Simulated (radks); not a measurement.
The mean radii <r> (bohr) of the occupied orbitals of an atom or ion are listed with their occupations. Method: scalar-relativistic Kohn-Sham, PBE, spin-unpolarised, spherical densities, point nucleus; computed with a radial shooting solver on a logarithmic mesh with Libxc functionals.

orbital  occ.      <r>
1s          2  0.02274
2s          2  0.09673
2p          6  0.08518
3s          2   0.2487
3p          6   0.2455
3d          9   0.2214

Name the element and its charge.

Answer. Z = 62, samarium, charge +35: Sm35+ in [Ar] 3d9. The 1s radius gives Z: for a bare nucleus <r> = (2 gamma + 1)/(2Z) with gamma = sqrt(1 - (Z/c)^2), 0.02245 bohr for Z = 62, and screening makes it slightly larger (0.02274 here). The occupations add up to 27, and the charge is Z minus that.
